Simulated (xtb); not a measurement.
xtb input:

```bash
xtb mol.xyz --gfn 2 --ohess tight --chrg -1 --uhf 0
```
mol.xyz:
```
12

Si     0.10001227     0.39698842     0.31636037
C      1.64390462    -0.71628887     0.15821749
C     -1.31751764    -0.50930597    -0.56034803
O     -0.27384946     0.60431540     1.94356293
O      0.37313279     1.90592758    -0.45371772
H      2.49889920    -0.15766539     0.65214610
H      1.85244107    -0.82625693    -0.99001686
H     -1.09047704    -0.60383772    -1.58594905
H     -2.22689190     0.13063915    -0.38132611
H     -1.49848072    -1.51654971    -0.06558921
H     -0.37826235    -0.29957624     2.28723203
H      0.53489936     1.72436245    -1.36400268
```

Q: Predict the final energy.

A: -17.90956 Eh (GFN2-xTB).

It need not be the lowest isomer of its formula. Whether it binds its extra electron was not tested at this geometry.
